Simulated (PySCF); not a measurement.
# Electron correlation in In (indium, neutral)

[Kr] 4d10 5s2 5p1, 2P determinant. Calculation: PySCF 2.14, in cc-pVDZ-PP with ECP28MDF; a scalar-relativistic core potential. Frozen: 4s2 4p6 4d10; 3 electrons correlated.

MP2 pair energies summed by pair of shells (mhartree):

| pair | energy | share (%) |
| --- | --- | --- |
| 5s-5s | -15.52 | 61.1 |
| 5s-5p | -9.86 | 38.9 |

Total MP2 correlation energy: -25.38 mhartree.

Same-spin part -1.91 and opposite-spin part -23.47 mhartree; SCS-MP2 scales them by 1/3 and 6/5 to -28.81 mhartree.

```csv
level,correlation energy (mhartree)
CCSD,-38.23
(T),-0.41
CCSD(T),-38.64
```

Diagnostics: T1 = 0.011, D1 = 0.0260, largest double amplitude 0.095.

Q: Is a single reference adequate?

A: Mostly. T1 lies below 0.03, but a double amplitude of this size points to a near-degeneracy that CCSD handles and MP2 describes poorly.
